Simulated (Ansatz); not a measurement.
System: sum formula H7Si2O3, net charge 1, singlet state. It need not be the lowest isomer of its formula. 
Coordinates optimised at B3LYP-D3(BJ)/def2-TZVP (Ansatz, an electronic-structure program):
```xyz
12

O      0.2161    -1.0251    -1.5257
Si    -0.2492    -0.2106    -0.2105
O     -1.8119    -0.3441     0.1764
O      0.2614    -1.5703     0.9322
Si     0.8948     1.7592     0.3613
H      0.4860    -0.6358    -2.3627
H     -2.4571     0.3690     0.1613
H     -0.4257    -1.9115     1.5319
H      0.7626    -2.3039     0.5336
H      2.3330     1.4547     0.2404
H      0.4893     2.0927     1.7397
H      0.4482     2.7699    -0.6178
```
Charge +1, spin multiplicity 1.

Basis-set convergence of Hartree-Fock and MP2 correlation energies (hartree) with Ansatz. Cores are frozen in the correlated levels unless marked. No spin-orbit coupling. Non-relativistic.

```json
[
 {"basis": "cc-pV(D+d)Z", "functions": "123", "E(HF)": "-806.43273", "E(corr, MP2)": "-0.75797"},
 {"basis": "cc-pV(T+d)Z", "functions": "266", "E(HF)": "-806.55343", "E(corr, MP2)": "-0.96369"},
 {"basis": "cc-pV(Q+d)Z", "functions": "503", "E(HF)": "-806.58014", "E(corr, MP2)": "-1.03975"}
]
```

Extrapolating the two largest sets (X = 3 and 4) as X^-3: E(corr) = (64·(-1.03975) - 27·(-0.96369))/37 = -1.0953 Eh, an estimate of the basis-set limit. The largest set recovers 94.9 % of it, the smallest 69.2 %.
